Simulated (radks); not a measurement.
In IV, configuration [Kr] 4d10 (the NIST ground configuration). Method: Dirac Kohn-Sham, BLYP, spin-unpolarised, spherical densities, finite nucleus; Fermi nuclear charge, rms radius 4.6156 fm; computed with a radial shooting solver on a logarithmic mesh with Libxc functionals.

Unscreened Slater integrals over Kohn-Sham orbitals (cm^-1). Large and small components are both included. Empty in this configuration: 5s1/2.

\begin{tabular}{lr}
integral & value \\ \hline
F0(4d5/2,4d5/2) & 171540 \\
F2(4d5/2,4d5/2) & 85729 \\
F4(4d5/2,4d5/2) & 56230 \\
F0(4d5/2,4d3/2) & 172590 \\
F2(4d5/2,4d3/2) & 86248 \\
G2(4d5/2,4d3/2) & 86190 \\
G4(4d5/2,4d3/2) & 56546 \\
F0(4d5/2,4p3/2) & 188870 \\
F2(4d5/2,4p3/2) & 94147 \\
G1(4d5/2,4p3/2) & 119260 \\
G3(4d5/2,4p3/2) & 73135 \\
F0(4d5/2,4p1/2) & 191260 \\
G3(4d5/2,4p1/2) & 72657 \\
F0(4d5/2,5s1/2) & 106750 \\
G2(4d5/2,5s1/2) & 16743 \\
F0(4d3/2,4d3/2) & 173670 \\
F2(4d3/2,4d3/2) & 86795 \\
F0(4d3/2,4p3/2) & 190280 \\
F2(4d3/2,4p3/2) & 95134 \\
G1(4d3/2,4p3/2) & 120730 \\
G3(4d3/2,4p3/2) & 74079 \\
F0(4d3/2,4p1/2) & 192730 \\
G1(4d3/2,4p1/2) & 120380 \\
F0(4d3/2,5s1/2) & 106960 \\
G2(4d3/2,5s1/2) & 16218 \\
F0(4p3/2,4p3/2) & 212350 \\
F2(4p3/2,4p3/2) & 111200 \\
F0(4p3/2,4p1/2) & 215780 \\
G2(4p3/2,4p1/2) & 112580 \\
F0(4p3/2,5s1/2) & 110000 \\
G1(4p3/2,5s1/2) & 7859.7 \\
F0(4p1/2,4p1/2) & 219440 \\
F0(4p1/2,5s1/2) & 110410 \\
G1(4p1/2,5s1/2) & 7456.2 \\
F0(5s1/2,5s1/2) & 88409 \\
\end{tabular}
